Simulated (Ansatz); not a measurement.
Geometry optimisation, Ansatz, RKS B3LYP/6-31G*.

input.yaml

```yaml
crystal:
  periodic: [false, false, false]
  atoms:
    - { symbol: Si, position_ang: [0.0, 0.0, 0.0] }
    - { symbol: F, position_ang: [0.9996, 0.0, 1.4848] }
    - { symbol: H, position_ang: [1.6189, 0.0, 0.3673] }
    - { symbol: Si, position_ang: [-1.0456, 1.8115, -0.7393] }
    - { symbol: H, position_ang: [-2.4302, 1.478, -1.0607] }
    - { symbol: H, position_ang: [-1.0215, 2.8436, 0.2931] }
    - { symbol: H, position_ang: [-0.3743, 2.3069, -1.9374] }
    - { symbol: Cl, position_ang: [-1.0032, -1.7381, -0.7093] }
basis:
  gaussian: { orbitals: "6-31G*" }
hamiltonian:
  xc: b3lyp
relax:
  f_tol: 0.15
  max_steps: 25
  restrain:
    - { distance: [1, 2], at: 0.92, k: 30.0 }
    - { distance: [0, 1], at: 2.79, k: 30.0 }
    - { distance: [0, 2], at: 2.66, k: 30.0 }
```

Command:

```bash
$ ansatz run input.yaml --threads 1 --pin off --max-ram 2048MiB --backend cpu --events-out ev --progress --plain --runs-dir out
```

Task: Where does it end, and by what steps?

Result: It converged. The restraints hold the end off the free minimum. After 12 steps the energy has fallen by 0.958 eV (the restraints' own energy left out); Si1 moved furthest, 0.92 Å. Parted: Si1–F2 (1.79 → 2.78 Å). Joined: F2–H3 (1.28 → 0.93 Å).

| step | energy less start (eV) | largest force component (eV/Å) | accepted |
| --- | --- | --- | --- |
| 0 | 0.0000 | 3.919 | yes |
| 1 | 1.1242 | 6.203 | yes |
| 2 | 1.9731 | 6.908 | yes |
| 3 | 1.4823 | 6.594 | yes |
| 4 | 0.0614 | 3.694 | yes |
| 5 | -0.5906 | 1.497 | yes |
| 6 | -0.8052 | 0.582 | yes |
| 7 | -0.8986 | 0.278 | yes |
| 8 | -0.9068 | 0.220 | yes |
| 9 | -0.9272 | 0.525 | yes |
| 10 | -0.9339 | 0.595 | yes |
| 11 | -0.9441 | 0.639 | yes |
| 12 | -0.9583 | 0.354 | yes |

```xyz
8
Properties=species:S:1:pos:R:3
Si 0.176 -0.226 -0.879
F 1.304 0.197 1.627
H 1.936 -0.273 1.125
Si -1.144 1.809 -0.911
H -2.613 1.601 -1.037
H -0.872 2.575 0.341
H -0.682 2.654 -2.054
Cl -1.361 -1.636 -0.513
```

The run took 18 s on 1 thread of AMD EPYC 9R45 96-Core Processor (Zen 5) (shared host), peak memory 0.18 GiB.
